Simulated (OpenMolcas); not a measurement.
Cu4+ (d7) among equal point charges was computed by CASSCF with the d shell active (OpenMolcas, ANO-RCC-VDZP on the metal). Its lowest spin-free states, and all those of the highest spin:

| 2S+1 | Degeneracy | E (cm-1) |
| --- | --- | --- |
| 4 | 1 | 0.0 |
| 4 | 3 | 812.1 |
| 4 | 3 | 1459 |
| 4 | 3 | 24755 |
| 2 | 1 | 24933 |
| 2 | 2 | 24933 |
| 2 | 3 | 24946 |
| 2 | 3 | 25152 |
| 2 | 3 | 32482 |
| 2 | 3 | 32791 |
| 2 | 2 | 33142 |
| 2 | 3 | 33157 |

Is the site octahedral, tetrahedral or cube-like, axial, or of lower symmetry?

The states with 2S+1 = 4 have orbital degeneracies 1, 3, 3, 3. Threefold states need a cubic site. For d7 at this spin an octahedron puts the threefold T1 below the threefold T2 and a tetrahedron or cube puts the single A2 below the threefold T2, so the site is a tetrahedron or a cube, which this pattern cannot tell apart. The first gap at this spin, 812 cm-1, is |10Dq| in ligand-field theory. The run had Cu4+ among 4 point charges of -1.5 e arranged as a tetrahedron (Td), 1.89 Å from the ion.

Spin-orbit coupling mixes the spin-free states strongly: the lowest level takes only 57 % from its leading state, 4A2. Without dynamic correlation the repulsion within the d shell is too large (B by tens of per cent), so at a given field states of lower spin stand too high. The ground term spreads over less than 5000 cm-1, several times less than with real ligands, so orbital moments are less quenched and χT lies further from the spin-only value than at real sites. Point charges carry no covalency, so the field is a model and not that of real ligands. No measured value stands beside these numbers.
